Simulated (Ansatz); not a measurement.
NbS₂⁻ (the lowest singlet isomer of a short search) was relaxed with B3LYP-D4 (def2-TZVPD) in Ansatz in these states: charge -1 quintet, charge -1 triplet. The geometries follow in no particular order.

In the def2 sets Nb takes a core potential; there is no spin–orbit coupling.

A:

```xyz
3

Nb    0.471   -0.142   -0.532
S    -0.682   -1.806    0.373
S     0.211    1.949    0.159
```

B:

```xyz
3

Nb   -0.1255    0.0504   -0.0701
S     1.3120    1.5006   -1.1047
S    -1.1865   -1.5510    1.1748
```

Question: Judge from the bond lengths which geometry belongs to which state (an estimate).

Answer: A is the charge -1 triplet (Nb1–S3 2.218 Å, Nb1–S2 2.218 Å); B is the charge -1 quintet (Nb1–S3 2.289 Å, Nb1–S2 2.289 Å).

At PBE0-D4/def2-TZVPD a triplet lies 1.92 eV below the charge -1 quintet. These are the stationary points nearest to one start from a short search; other shapes may lie lower in each state.
